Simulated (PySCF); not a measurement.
`O[SiH2]O/C=C\Cl`, C₂H₅ClO₂Si

Cartesian coordinates in Å; atom numbers follow the order of the lines, from 1:
```xyz
11

O    -2.5494   -0.2786    0.7157
Si   -1.5742    0.4225   -0.3757
O    -0.0329    0.5937    0.1512
C     0.4696    1.0208    1.3146
C     1.7566    1.2849    1.5058
Cl    2.9278    1.1284    0.2565
H    -2.4205   -1.1654    1.0432
H    -2.2375    1.7060   -0.5258
H    -1.3104   -0.3862   -1.5511
H    -0.2254    1.1414    2.1391
H     2.1458    1.6127    2.4533
```

The calculation used GIAO PBE/pcSseg-1 magnetisability, rotational g tensor and spin-rotation constants, non-relativistic, gas phase in PySCF 2.14.0. Geometry: GFN2-xTB, dihedral held. The dihedral O1–Si2–O3–C4 is held at 315°.

Give the nuclear spin-rotation constants along the inertial axes (H = +C I·J) beside the isotropic shieldings.

Rotational constants 8.0134, 0.9069, 0.8404 GHz. A star marks the isotopologue with that one atom substituted, in its own axes.
| atom | isotope | Caa (kHz) | Cbb (kHz) | Ccc (kHz) | mean (kHz) | σ (ppm) |
| --- | --- | --- | --- | --- | --- | --- |
| Cl6 | 35Cl | 2.251 | 0.194 | 0.138 | 0.861 | 775.2 |
| H7 | 1H | -1.034 | -0.103 | 0.007 | -0.377 | 29.5 |
| H8 | 1H | -0.645 | -0.082 | 0.037 | -0.230 | 26.6 |
| H9 | 1H | -0.754 | 0.015 | -0.039 | -0.260 | 26.5 |
| H10 | 1H | -0.383 | 0.040 | -0.085 | -0.143 | 24.7 |
| H11 | 1H | -0.432 | 0.024 | -0.090 | -0.166 | 26.3 |
| O1 | 17O* | -0.633 | -0.086 | -0.098 | -0.273 | 277.1 |
| Si2 | 29Si* | -4.962 | -0.540 | -0.509 | -2.003 | 369.1 |
| O3 | 17O* | -1.971 | -0.183 | -0.080 | -0.745 | 176.4 |
| C4 | 13C* | 2.538 | 0.430 | 0.181 | 1.050 | 40.8 |
| C5 | 13C* | 2.155 | 0.363 | 0.166 | 0.895 | 71.0 |

For the geometry as given, no vibrational averaging.
